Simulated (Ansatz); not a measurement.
Conformers of CH6F2O2Si2 (`O[SiH](O)C[SiH](F)F`), each relaxed with PBE0-D4/def2-TZVP in Ansatz. CBS adds the triple-zeta coupled-cluster correction to the MP2 limit.

Not all of them had a frequency check.

Conformer A:

Z-matrix (Å, degrees):
```
Si
O 1 1.646
C 1 1.863 2 111.8
O 1 1.635 2 107.7 3 -116.3
H 1 1.487 2 108.7 3 122.1
H 2 0.959 1 117.2 3 -85.9
Si 3 1.838 1 113.5 2 29.2
H 3 1.096 1 108.5 2 -91.5
H 3 1.095 1 109.3 2 151.7
H 4 0.958 1 117.6 2 -52.6
F 7 1.590 3 111.1 1 155.4
F 7 1.599 3 109.1 1 38.9
H 7 1.475 3 115.0 1 -82.0
```

Conformer B:

Cartesian coordinates in Å:
```
O -0.542 -2.095 0.402
Si 0.781 -1.132 0.383
O 1.592 -1.108 -1.040
C 0.264 0.625 0.818
Si -0.895 1.367 -0.390
F -2.184 0.428 -0.506
F -0.214 1.338 -1.836
H -1.357 -1.769 0.014
H 1.714 -1.711 1.366
H 1.258 -0.559 -1.752
H 1.160 1.253 0.881
H -0.209 0.621 1.806
H -1.367 2.742 -0.147
```

Conformer C:

Cartesian coordinates in Å:
```
O 2.013 -1.513 -0.706
Si 1.129 -0.163 -0.446
O 0.713 0.459 -1.904
C -0.373 -0.688 0.526
Si -1.531 0.668 0.961
F -1.609 1.691 -0.269
F -3.008 0.124 1.174
H 2.780 -1.444 -1.276
H 1.912 0.840 0.328
H 0.092 1.191 -1.911
H -0.048 -1.186 1.446
H -0.908 -1.431 -0.078
H -1.161 1.451 2.156
```

Q: Which is lowest in electronic energy at CCSD(T)/CBS (frozen core, def2 sets), and by how much? (Estimate.)

A: Computed: B; A lies 5.1 kJ/mol higher, C lies 4.4 kJ/mol higher.

Q: Give the energies relative to B (kJ/mol) with r2SCAN-D4/def2-TZVPP, ωB97X-V/def2-TZVPP, PBE/def2-TZVPP, HF/def2-TZVPP, HF/def2-QZVPP, SCS-MP2/def2-QZVPP, HF/CBS(def2). (Estimate.)

A: Ansatz gave: 
| level | A | C |
| --- | --- | --- |
| r2SCAN-D4/def2-TZVPP | 5.7 | 5.1 |
| ωB97X-V/def2-TZVPP | 5.4 | 5.1 |
| PBE/def2-TZVPP | 5.2 | 4.7 |
| HF/def2-TZVPP | 0.6 | -0.3 |
| HF/def2-QZVPP | 0.4 | -0.7 |
| SCS-MP2/def2-QZVPP | 3.9 | 3.4 |
| HF/CBS(def2) | 0.4 | -0.8 |
